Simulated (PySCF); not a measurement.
## Peak assignment

Atoms are numbered as in `[CH2:1]=[CH:2]/[C:3]([CH3:4])=[N:5]\[C@@H:6]([SiH3:7])[C:8]#[N:9]` (H(Xn): hydrogen on atom n). Ha(C1) is cis to C3; Hb(C1) is trans to C3.

- GIAO PBE0/pcSseg-1 shieldings
- GFN2-xTB geometry
- program: PySCF
- no solvent model, non-relativistic, one averaged value for each set of equivalent atoms, a single conformation

Chemical shifts δ = σref − σ; 13C (σref 186.93) and 1H (σref 31.72) against TMS, all at this level.

Question: Assign these signals to the numbered atoms. 13C{1H} NMR (computed): δ 170.2 (C), 135.6 (CH), 131.0 (CH2), 124.4 (C), 36.0 (CH), 27.6 (CH3).

Answer: 
```tsv
δ (ppm)	atoms	environment	reason
170.2	C3	C=N carbon	–
135.6	C2	alkene CH	as expected for a trigonal carbon in a double bond
131.0	C1	terminal =CH2 carbon	as expected for a trigonal carbon in a double bond
124.4	C8	nitrile carbon	typical of a nitrile
36.0	C6	sp3 CH bonded to N and Si, α to a nitrile	the inductive effect lowers its shielding
27.6	C4	methyl carbon	aliphatic region, no heteroatom directly attached
```

Question: Assign these signals to the numbered atoms. 1H NMR (500 MHz, computed): δ 7.61 (m, 1H), 6.11 (m, 1H), 5.95 (m, 1H), 5.15 (q, 1H), 4.05 (d, 3H), 2.28 (s, 3H).

Answer: 
7.61 → H(C2), hydrogen on an alkene CH: a vinylic proton, deshielded by the sp2 carbon and the C=C anisotropy
6.11 → Hb(C1), hydrogen on a terminal =CH2 carbon: olefinic region
5.95 → Ha(C1), hydrogen on a terminal =CH2 carbon
5.15 → H(C6), hydrogen on an sp3 CH bonded to N and Si, α to a nitrile: its carbon carries N, hence the downfield position
4.05 → H(Si7), hydrogen on a silicon bonded to C
2.28 → H(C4), hydrogen on a methyl carbon

Shifts are as computed. Against solution values, carbons near 30 ppm lie about +3 ppm off and those near 130 ppm about +5 ppm. Of 1211 compounds with measured shifts, 218 miss one by over three times the rms of a fit or turn the order of signals round; such compounds aren't used in these exercises. Multiplicities follow the n + 1 count of equivalent neighbours, as no J values were calculated; m marks all less simple cases, F and P coupling included.
